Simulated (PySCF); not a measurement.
SMILES [GeH3][AlH][GeH3] (H7AlGe2), B3LYP/def2-SVP optimised geometry.

```
10

Al    -0.42     1.00     0.00
Ge     2.07     1.00     0.00
H      2.70     2.40    -0.18
H      2.63     0.42     1.33
H      2.65     0.10    -1.12
Ge    -1.73    -1.12     0.02
H     -2.70    -1.20    -1.19
H     -0.86    -2.40    -0.02
H     -2.61    -1.23     1.29
H     -1.22     2.38     0.00
```

Density from B3LYP/def2-TZVP run with PySCF at that geometry.

Minimum of the electron density along straight lines between bonded atoms, close to the bond critical point (lines longer than 1.1 times the sum of covalent radii, or with two minima, are not listed):

| bond | length / Å | ρ at the minimum / e bohr⁻³ | ∇²ρ there / e bohr⁻⁵ | position (fraction from the first atom) |
|---|---|---|---|---|
| Al1–Ge2 | 2.493 | 0.061 | 0.01 | 0.36 |
| Ge2–H3 | 1.547 | 0.129 | 0.06 | 0.59 |
| Ge2–H4 | 1.550 | 0.128 | 0.06 | 0.59 |
| Ge2–H5 | 1.549 | 0.128 | 0.06 | 0.59 |
| Al1–Ge6 | 2.494 | 0.061 | 0.01 | 0.36 |
| Ge6–H7 | 1.550 | 0.128 | 0.06 | 0.59 |
| Ge6–H8 | 1.547 | 0.129 | 0.06 | 0.59 |
| Ge6–H9 | 1.550 | 0.128 | 0.06 | 0.59 |
| Al1–H10 | 1.591 | 0.082 | 0.20 | 0.50 |
